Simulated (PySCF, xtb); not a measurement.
C3H7BF2O, SMILES F[C@@H](B(O)F)CC.

xtb with GFN2-xTB at its own geometry gives an orbital gap of 5.82 eV and a dipole moment of 4.78 D.

The structure is a stationary point at B3LYP-D3(BJ)/def2-SVP. The structure was generated by enumeration; whether it is a known compound was not checked. The values are those of a single conformer.

What does r2SCAN/def2-TZVP in PySCF give? (An estimate is asked for; the answer gives what the named calculation found.)

gap 7.26 eV (levels -7.48 and -0.21 eV), dipole 3.65 D.
